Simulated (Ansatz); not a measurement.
```tsv
atom	x (Å)	y (Å)	z (Å)
N	0.0000	0.0000	-0.5605
O	0.0000	0.0000	0.4905
```

Basis set: 6-31G* (spherical functions). Left uncorrelated: 2 orbitals. Charge 0, multiplicity 2.

Computed with Ansatz (development build ahead of 0.2.0); each method stands on the lowest determinant of its kind that the runs found.

(1) Give the atomization energy at this shape (free ground-state atoms in the same class of orbitals less the molecule, no zero-point energy) of doublet NO by UHF-MP2, UHF.

## Answers

(1)

```csv
method,atomization energy
UHF-MP2,487.0 kJ/mol
UHF,160.6 kJ/mol
```

Caution: the shape is not the minimum.
